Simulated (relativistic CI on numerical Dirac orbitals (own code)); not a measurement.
**Tc6+: resonant inelastic scattering at the L2,3 edge**

Computed with this model: Dirac-Coulomb-Breit CI, separate exchange-only KLI orbitals for each configuration, model QED, valence Slater integrals scaled by 0.7, Kramers-Heisenberg scattering through one core-hole configuration in a parametric crystal field; configurations [Kr] 4d → [He] 2s2 2p5 3s2 3p6 3d10 4s2 4p6 4d2; 300 K; core-hole width 1.6 eV; summed over polarisations. Incident energies are the highest absorption maxima for each field (at most a few, so the weaker spin-orbit partner edge can be absent), on the computed scale of the free ion. Intensities are in per cent of the strongest line above 0.02 eV; levels within 1 cm⁻¹ are merged; final levels count from the ground level, the first row holds all elastic scattering, lines under 0.4 are left out and each table stops after 24 rows. The scale of the Slater integrals is a model choice and moves the terms in proportion.

Field parameters in Wybourne normalisation: D4h B²₀ = −7Ds, B⁴₀ = 21(Dq − Dt), B⁴₄ = 21√(5/14) Dq. The field is a parameter set, without covalency, and values of 10Dq over about 45,000 cm⁻¹ lie beyond real compounds.

S is read from ⟨S²⟩ = S(S + 1).

D4h, 10Dq = 48800, Ds = -1500, Dt = 640 cm⁻¹:

| Final level (eV) | Degeneracy | Irrep | S | 2689.1 eV | 2694.7 eV | 2805.1 eV |
| --- | --- | --- | --- | --- | --- | --- |
| 0.000 | 2 | Γ7 | 0.50 | 784.6 | 1189.0 | 251.7 |
| 0.884 | 2 | Γ6 | 0.50 | 37.7 | 2.8 | 60.7 |
| 1.064 | 2 | Γ7 | 0.50 | 62.5 | 13.0 | 19.2 |
| 6.075 | 2 | Γ7 | 0.50 | 3.6 | 100.0 | 1.2 |
| 6.422 | 2 | Γ6 | 0.50 | 1.7 | 46.3 | 1.1 |

D4h, 10Dq = 48800, Ds = -860, Dt = 640 cm⁻¹:

```csv
Final level (eV),Degeneracy,Irrep,S,2689.2 eV,2694.8 eV,2805 eV
0.000,2,Γ7,0.50,779.3,1164.4,239.7
0.649,2,Γ6,0.50,39.9,6.8,62.6
0.834,2,Γ7,0.50,62.7,14.0,18.9
6.079,2,Γ7,0.50,3.4,100.0,1.1
6.109,2,Γ6,0.50,1.9,39.2,1.1
```

For the first field the strongest loss at the lowest incident energy is the level at 1.06 eV (S = 0.50, against 0.50 in the thermal ground state).
